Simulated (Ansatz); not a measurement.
Basis sets compared for In7Sb6F3. Total charge 0; singlet. Geometry PBE-D4/def2-SVP. Ansatz on 2 threads of AMD EPYC 7R13 on a shared host and a share (18 GiB) of an NVIDIA H100 80GB HBM3; times are rough, and most runs start from earlier orbitals.

```xyz
16

Sb    0.528    0.490    4.061
Sb    0.024   -3.096    0.196
Sb   -2.759   -2.469    0.771
Sb    1.742    2.589   -1.898
Sb    0.706    3.158    3.488
Sb    2.995    0.148   -2.283
In   -0.883   -0.637    1.826
In    2.120   -0.297    0.771
In   -2.318   -2.790   -2.321
In    0.691   -1.569   -2.180
In    0.720    2.407    0.815
In   -0.129    1.107   -3.877
In   -3.078    0.540   -0.814
F     2.242   -0.475    3.157
F    -1.268    1.200    0.502
F    -1.332   -0.306   -2.211
```

In the def2 sets In, Sb take a core potential; there is no spin–orbit coupling. Single mean-field runs in def2-TZVP are fitted with def2-universal-jkfit. The restricted singlet is unstable towards broken spin symmetry in Hartree–Fock (as tested in another run); at PBE-D4/def2-TZVP, PBE0-D4/def2-SVP, PBE0-D4/def2-TZVP this wasn't settled.

Binding counts from free atoms (Sb quartet, In doublet, F doublet) in the same basis, without a counterpoise term.

```
           level  functions  energy (Eh)  HOMO (eV)  LUMO (eV)  binding per atom (eV)  wall time
 PBE-D4/def2-SVP        380   -3072.1787      -4.34      -3.67                   2.66      8.5 s
PBE0-D4/def2-SVP        380   -3072.1759      -5.01      -3.32                   2.47       12 s
```

Question: Estimate the rows for PBE-D4/def2-TZVP, PBE0-D4/def2-TZVP (with forces).

Answer: 
```
                          level  functions  energy (Eh)  HOMO (eV)  LUMO (eV)  binding per atom (eV)  wall time
               PBE-D4/def2-TZVP        743   -3072.6290      -4.40      -3.70                   2.65       10 s
PBE0-D4/def2-TZVP (with forces)        743   -3072.6156      -5.04      -3.32                   2.47       18 s
```
